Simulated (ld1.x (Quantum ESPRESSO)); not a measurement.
# hafnium: TM pseudisation with LDA (PZ), scalar-relativistic reference atom.

ld1.x (Quantum ESPRESSO) 7.5 input, shortened:

```
&input
   title='Hf', zed=72., rel=1, dft='PZ', iswitch=3,
   config='[Xe] 4f14 5d2 6s1 6p0'
 /
 &inputp
   pseudotype=2, tm=.true., lloc=0,
   nlcc=.true., new_core_ps=.true.
 /
3
6P  2  1   0.00   0.00  3.05  3.05  0.0
5D  3  2   2.00   0.00  3.05  3.05  0.0
6S  1  0   1.00   0.00  2.30  2.30  0.0
 &test
   configts(1)='5d2 6s1 6p0'
 /
```

Q: Does the generator finish with these settings?

A: Yes, a potential is produced and its reference levels are reproduced.

Q: Estimate the cutoffs (Ry, on a coarse ladder) from which the occupation-weighted sum of valence levels, in a spherical-Bessel basis at the reference potential, stays within 10 and 1 mRy of its value at 400 Ry.

A: 18 Ry and 30 Ry.

Q: Does the potential have ghost states?

A: No extra level below or beside the all-electron valence levels (p, d, s, f tested).

Q: Tests: 5d2 6s2 6p0; 5d2 6s0 6p0; 5d1 6s0 6p0; 5d2 6s1.5 6p0; 5d3 6s1 6p0; 5d2 6s0 6p1; 5d1 6s2 6p0. Which has the largest error in its energy relative to the reference configuration, and how large is it?

A: 5d1 6s0 6p0, with -248 meV (all-electron minus pseudo) on +36.60 eV.
